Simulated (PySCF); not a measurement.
(1-methylcyclobutyl)silane (C5H12Si), SMILES CC1([SiH3])CCC1.

Coordinates come from a B3LYP-D3(BJ)/def2-SVP optimisation.

These are B3LYP-D3(BJ)/def2-SVP in PySCF values and carry that method's errors.

Frequencies are harmonic and unscaled.

```tsv
mode	ν (cm⁻¹)	IR (km/mol)	moving atoms (share of kinetic energy)
1	128	0.1	H 46 %, C 44 %, Si 10 %
2	155	0.0	H 94 %
3	199	0.1	H 55 %, C 36 %, Si 9 %
4	221	0.1	C 49 %, H 36 %, Si 15 %
5	243	0.0	H 83 %, C 16 %
6	331	1.6	H 35 %, Si 33 %, C 32 %
7	336	0.1	C 53 %, H 47 %
8	531	2.5	C 57 %, H 29 %, Si 14 %
9	637	19.7	H 69 %, C 18 %, Si 13 %
10	648	31.1	H 77 %, Si 13 %, C 10 %
11	668	11.1	H 65 %, C 30 %
12	796	6.1	H 55 %, C 42 %
13	800	0.2	H 79 %, C 21 %
14	882	6.4	C 62 %, H 37 %
15	907	10.0	C 51 %, H 49 %
16	931	246.2	H 91 %, Si 9 %
17	953	46.6	H 96 %
18	954	28.2	H 68 %, C 30 %
19	957	12.4	H 69 %, C 30 %
20	979	0.6	C 66 %, H 34 %
21	1000	0.9	H 72 %, C 28 %
22	1057	0.8	H 88 %, C 12 %
23	1138	0.1	C 54 %, H 45 %
24	1158	3.6	C 75 %, H 25 %
25	1190	0.0	C 57 %, H 43 %
26	1211	0.6	H 72 %, C 28 %
27	1251	0.0	H 77 %, C 23 %
28	1259	0.1	H 59 %, C 41 %
29	1277	0.6	H 68 %, C 32 %
30	1290	0.3	H 57 %, C 43 %
31	1393	0.5	H 79 %, C 21 %
32	1457	2.1	H 93 %
33	1457	4.7	H 93 %
34	1466	5.3	H 95 %
35	1469	3.4	H 96 %
36	1489	2.4	H 88 %, C 12 %
37	2209	87.1	H 99 %
38	2211	122.6	H 96 %
39	2213	120.4	H 96 %
40	3005	29.3	H 97 %
41	3031	63.0	H 95 %
42	3035	9.9	H 95 %
43	3062	32.3	H 94 %
44	3080	17.7	H 91 %, C 9 %
45	3083	34.6	H 90 %, C 10 %
46	3085	8.6	H 90 %, C 10 %
47	3095	16.1	H 91 %, C 9 %
48	3120	37.6	H 90 %, C 10 %
```
